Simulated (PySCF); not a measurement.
## Molecular orbitals of CaBr⁺

r²SCAN0 at R = 2.472 Å; basis Ca x2c-SVPall, Br x2c-SVPall; spin-free X2C with a Gaussian nucleus; PySCF 2.14. State: ¹Σ⁺ (singlet), closed shell. Only the outer orbitals are listed, counted within each symmetry.

| orbital | occ. | ε (eV) | on Ca (%) | main shells (%) |
| --- | --- | --- | --- | --- |
| 10σ | 2 | -58.33 | 100 | 100 Ca s |
| 5π | 2 | -37.30 | 100 | 100 Ca p |
| 5π | 2 | -37.30 | 100 | 100 Ca p |
| 11σ | 2 | -37.23 | 99 | 99 Ca p |
| 12σ | 2 | -25.73 | 3 | 96 Br s |
| 13σ | 2 | -13.20 | 13 | 85 Br p |
| 6π | 2 | -12.46 | 9 | 90 Br p |
| 6π | 2 | -12.46 | 9 | 90 Br p |
| 14σ | 0 | -6.80 | 99 | 83 Ca s, 9 Ca d |
| 2δ | 0 | -5.60 | 100 | 100 Ca d |
| 2δ | 0 | -5.60 | 100 | 100 Ca d |

Task: Which are the highest filled and the lowest empty level, where do they sit, and how wide is the gap?

Result: Highest filled 6π at -12.46 eV (in %: 90 Br p); lowest empty 14σ at -6.80 eV (in %: 83 Ca s, 9 Ca d); the gap at r²SCAN0 is 5.66 eV.

| Property | Result |
| --- | --- |
| bond order (Mayer) | 1.21 |
| ⟨S²⟩ | 0.000 |
| charge on Ca (Mulliken, basis-dependent) | 1.32 |
| charge on Ca (Löwdin, basis-dependent) | 0.98 |
| dipole moment (positive dipole points towards Br; it is taken about the centre of mass and depends on that origin) | -13.29 D |
